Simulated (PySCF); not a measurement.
Structure elucidation problem

Molecular formula: C5H11NSi2. Simulated spectra:

1H NMR (500 MHz, computed): δ 5.69 (q, 1H), 4.17 (d, 3H), 3.95 (t, 3H), 3.09 (s, 2H), 2.20 (q, 2H).

13C{1H} NMR (computed): δ 160.6 (C), 122.0 (CH), 121.9 (C), 30.3 (CH2), 20.4 (CH2).

[PySCF 2.14.0 with density-fitted response routines: GFN2-xTB structure; NMR shieldings at PBE0/pcSseg-1/GIAO; no solvent; one conformer; non-relativistic; rapidly exchanging positions averaged]

References, each an isolated molecule treated in the same way: 1H, 13C against TMS.

Deduce the structure.

Answers


- The formula gives 3 degrees of unsaturation (no ring in the answer).
- 5 carbon signals for 5 carbons: no two carbons are equivalent.
- Carbon types of the structure: 2 × C, 1 × CH, 2 × CH2, leaving 6 H on heteroatoms.
- δC 160.6: fully substituted alkene carbon; the olefinic region.
- δC 122.0: alkene CH; an sp2 carbon of a C=C bond.
- δC 121.9: nitrile carbon; this is the usual window of a C≡N carbon, which has no attached hydrogen.
- δC 30.3: allylic sp3 CH2; saturated and bonded to C and H only.
- δH 5.69: hydrogen on an alkene CH; attached to an sp2 carbon and in the plane of the double bond.
- δH 3.09: hydrogen on an allylic sp3 CH2; allylic position.
- δH 2.20: hydrogen on an allylic sp3 CH2 bonded to Si; allylic position.

These data were computed for SMILES N#CC/C(=C/[SiH3])C[SiH3].

The shifts were computed for this structure.

Shifts are as computed. Against solution values, carbons near 30 ppm lie about +3 ppm off and those near 130 ppm about +5 ppm. Of 1211 compounds with measured shifts, 218 miss one by over three times the rms of a fit or turn the order of signals round; such compounds aren't used in these exercises. No couplings were computed; multiplicities are counted from neighbouring protons, with m where these are inequivalent, close in shift, in a saturated or five-membered ring or joined by F or P, and br s for small geminal =CH2 splittings.
